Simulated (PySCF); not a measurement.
**Bonding in `CSCC#C[Si@@H](O)SC`**

C5H10OS2Si.
Numbering: `[CH3:1][S:2][CH2:3][C:4]#[C:5][Si@@H:6]([OH:7])[S:8][CH3:9]` (hydrogens: H10, H11, H12 on C1; H13, H14 on C3; H15 on Si6; H16 on O7; H17, H18, H19 on C9)

Structure used (GFN2-xTB), in Å, numbered top down from 1:
```
atom  x, y, z in Å
C1     2.358    0.230    1.043
S2     1.790    1.952    1.090
C3     1.353    2.159   -0.689
C4     0.295    1.256   -1.046
C5    -0.570    0.448   -1.281
Si6   -1.871   -0.858   -1.418
O7    -1.784   -1.722   -2.782
S8    -1.463   -2.179    0.245
C9    -1.577   -0.998    1.621
H10    2.570   -0.057    2.067
H11    3.260    0.159    0.442
H12    1.571   -0.398    0.633
H13    1.042    3.199   -0.791
H14    2.251    1.978   -1.284
H15   -3.220   -0.328   -1.370
H16   -1.226   -2.490   -2.863
H17   -2.609   -0.687    1.745
H18   -1.235   -1.516    2.511
H19   -0.945   -0.138    1.420
```

Bond orders from the PBE0/pcSseg-1 density (PySCF). Geometry: GFN2-xTB, one conformer, isolated molecule.

Problem. How far do the computed orders between heavy atoms stray from the drawn ones?

Solution. The largest departure is 0.447, at C4–C5 (drawn triple, 2.553). Drawn double or triple, more than 0.30 short of the drawn order: C4–C5 (2.553).

Problem. Give the Mayer order of every bond, beside its length.

Solution. 
```
   bond  drawn as  length (Å)  Mayer order
  C1–S2    single       1.814        0.998
  S2–C3    single       1.843        1.022
  C3–C4    single       1.436        1.038
  C4–C5    triple       1.207        2.553
 C5–Si6    single       1.848        0.917
 Si6–O7    single       1.617        1.091
 Si6–S8    single       2.162        0.932
  S8–C9    single       1.817        0.996
 C1–H10    single       1.085        0.959
 C1–H11    single       1.087        0.954
 C1–H12    single       1.086        0.934
 C3–H13    single       1.090        0.915
 C3–H14    single       1.092        0.905
Si6–H15    single       1.451        0.908
 O7–H16    single       0.954        0.927
 C9–H17    single       1.086        0.954
 C9–H18    single       1.085        0.958
 C9–H19    single       1.085        0.933
```

Bonds between the same two heavy elements. C–S: lowest S8–C9 and C1–S2 (0.996, 1.817 Å), highest S2–C3 (1.022, 1.843 Å); in 2 of the 3 pairs the longer bond (by over 0.003 Å) has the higher order (by 0.02 or more). C–C: lowest C3–C4 (1.038, 1.436 Å), highest C4–C5 (2.553, 1.207 Å). Bonds named together lie within 0.004.

Problem. Sum the orders of all bonds at each heavy atom with more than one neighbour and set the sums beside the valence in the SMILES.

Solution. C1 3.845 (drawn 4), S2 2.020 (drawn 2), C3 3.880 (drawn 4), C4 3.591 (drawn 4), C5 3.470 (drawn 4), Si6 3.848 (drawn 4), O7 2.018 (drawn 2), S8 1.928 (drawn 2), C9 3.841 (drawn 4). Orders between atoms that aren't bonded are not in these sums.

For a closed shell the Mayer order of atoms A and B is Σ (PS)μν (PS)νμ over the basis functions μ on A and ν on B, with P the density and S the overlap matrix.
